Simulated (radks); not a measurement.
Values are calculated unless marked as measured or tabulated.
Problem. Code: a radial shooting solver on a logarithmic mesh with Libxc functionals. Model: scalar-relativistic Kohn-Sham, PBE, spin-unpolarised, spherical densities, finite nucleus; Fermi nuclear charge, rms radius of each element as measured or else 0.836 A^(1/3) + 0.57 fm. Response by self-consistent Sternheimer equations with the Hartree and adiabatic LDA kernel, the relativistic mass of each level held fixed and spin-orbit coupling left out. For heavy and open-shell atoms this level of theory can miss by tens of per cent. Estimate the static dipole polarisabilities of Cr5+ ([Ar] 3d1) and Co8+ ([Ar] 3d1) and the C6 coefficients of the three pairs.

Solution. alpha = 1.003 and 0.4401 bohr^3; C6 = 1.829 (Cr5+-Cr5+), 0.9508 (Cr5+-Co8+), 0.5099 (Co8+-Co8+) hartree bohr^6.
